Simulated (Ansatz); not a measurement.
Ideal-gas functions of AlF₃H₃P, SMILES `[F][Al-]([F])([F])[PH3+]` at 600 K and 1 bar, from an Ansatz frequency run at PBE0-D4/def2-TZVP.

Molar mass 117.97 g/mol, point group C3v (symmetry number 3), electronic degeneracy 1, moments of inertia 156.185, 260.761, 260.77 u Å². Harmonic wavenumbers (cm⁻¹, unscaled): 82, 87, 87, 214, 233, 233, 353, 406, 406, 669, 896, 896, 987, 1115, 1115, 2491, 2511, 2512.

Use S(trans) = R[1.5 ln M + 2.5 ln T − 1.1517]; rotational temperatures θ = 24.2544 K / I; S(rot) = R[ln(√π/σ · √(T³/θAθBθC)) + 1.5]; for each mode x = 1.438777 ν̃/T, S = R[x/(eˣ − 1) − ln(1 − e⁻ˣ)] and H = RT x/(eˣ − 1); 1 cm⁻¹ = 0.0119627 kJ/mol; R = 8.31446 J/(mol·K).

Q: By hand: the entropy, in J/(mol·K).

A: Translation 182.9. Rotation: θ = 0.1553, 0.093, 0.093 K, giving 115.4. Vibration, mode by mode: 21.85, 21.36, 21.36, 13.95, 13.26, 13.26, 9.94, 8.86, 8.86, 5.22, 3.39, 3.39, 2.86, 2.24, 2.24, 0.15, 0.14, 0.14, in all 152.5. Electronic 0.0. Sum 450.8 J/(mol·K).

Q: By hand: H − E and G − E in kJ/mol, counted from the electronic energy.

A: Zero-point energy ½ × 15293 × 0.0119627 = 91.5; thermal vibration 42.1; translation, rotation and pV give 4 RT = 20.0. H − E = 153.6 kJ/mol, and G − E = 153.6 − 600 × 450.8/1000 = -116.9 kJ/mol.

Vibration gives 34 % of the entropy, 64.6 J/(mol·K) of it from the modes under 150 cm⁻¹: soft modes count most, and the harmonic formula is weakest for them. The sum counts one conformer and one mirror image; others add a mixing term.
